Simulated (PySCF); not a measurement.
## Nuclear quadrupole coupling in `CSC/P=C(\C)F`

Compound: C₄H₈FPS.
Z-matrix (Å and degrees, PBE0-D3(BJ)/def2-SVP geometry), rows numbered from 1:
```
C 
S   1  1.8028
C   2  1.8151  1  100.73
P   3  1.8748  2  118.83  1   -52.83
C   4  1.6911  3  102.04  2   -69.14
C   5  1.4815  4  133.24  3     1.51
F   5  1.3395  4  115.64  3  -178.08
H   1  1.0988  2  106.59  3   179.09
H   1  1.1006  2  111.30  3    60.46
H   1  1.1006  2  111.50  3   -62.36
H   3  1.1028  2  109.27  1    68.15
H   3  1.1013  2  105.48  1  -177.76
H   6  1.1035  5  109.95  4  -112.24
H   6  1.1022  5  108.85  4   130.72
H   6  1.0955  5  112.19  4    10.88
```

Field gradients from the PBE0/pcSseg-1 density (PySCF, non-relativistic), principal values in atomic units, ordered |Vxx| ≤ |Vyy| ≤ |Vzz|:

```csv
atom,Vxx,Vyy,Vzz
S2,0.6521,2.5094,-3.1615
```

Q: Find the asymmetry η = (Vxx − Vyy)/Vzz and the couplings χ = eQV/h (234.96 MHz × Q in barn × V in au), with Q(33S) = −0.0678 b.

A: 
```csv
atom,environment,nucleus,η,χzz (MHz),χxx (MHz),χyy (MHz)
S2,sulfide sulfur,33S,0.59,50.36,-10.39,-39.98
```

Q: What is Vzz at S2 in SI units (1 au = 9.71736 × 10²¹ V/m²)?

A: -3.1615 au = -30.722 × 10²¹ V/m².

Q: What couplings would deuterons (Q(2H) = 0.00286 b) have in place of the hydrogens, at this geometry?

A: 
```
atom  bonded to  bond length (Å)  Vzz (au)     η  χzz (kHz)
  H8         C1            1.099    0.2932  0.05        197
  H9         C1            1.101    0.2856  0.04        192
 H10         C1            1.101    0.2892  0.04        194
 H11         C3            1.103    0.2848  0.03        191
 H12         C3            1.101    0.2894  0.05        194
 H13         C6            1.104    0.2860  0.03        192
 H14         C6            1.102    0.2867  0.04        193
 H15         C6            1.096    0.2910  0.06        196
```

Geometry: PBE0-D3(BJ)/def2-SVP, one conformer, isolated molecule. With so small a basis the couplings can be 20 % off.
